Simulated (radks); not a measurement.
The numbers below are computed, except where a source is named.
Task: Numerical settings for the lead ion Pb+, [Hg] 6p1. Code: a radial shooting solver on a logarithmic mesh with Libxc functionals. Model: Dirac Kohn-Sham, PBEsol, spin-unpolarised, spherical densities, finite nucleus; open shells fill j = l - 1/2 first; Fermi nuclear charge, rms radius 5.5012 fm. The defaults (mesh step 0.008 in ln r, mesh end at 40 bohr or more with all orbitals vanishing there, Anderson mixing 0.5 over 9 steps, residual threshold near 1e-9 with the energy settled to 1e-9 hartree or 1e-11 of itself, here a cap of 71 iterations) give E = -20916.825 hartree and 6p1/2 at -10.975 eV in 14 iterations. Run on one thread of a shared host, so times are rough (Arm Neoverse V1): 0.18 s of CPU time, 0.18 s wall, 14 iterations on 2360 mesh points. One setting is changed at a time: mesh step in ln r 0.12; mesh step in ln r 0.03; mesh step in ln r 0.05; mesh end (bohr) 2; mesh end (bohr) 12; residual threshold 1e-16; residual threshold 0.1; mixing 1.5; linear mixing, mixing 1; linear mixing, mixing 0.2; mixing history 3; iteration cap 8. Which runs fail to converge, and which converge to a wrong energy?

Result: Not converged within the cap: mesh step in ln r 0.12; residual threshold 1e-16; linear mixing, mixing 1; linear mixing, mixing 0.2; iteration cap 8. Settled on a wrong energy, with an occupied level pushed above zero by the early mesh end: mesh end (bohr) 2 (+14.2 hartree). Apart from these: no run marked as converged misses the energy by more than 1 mhartree.
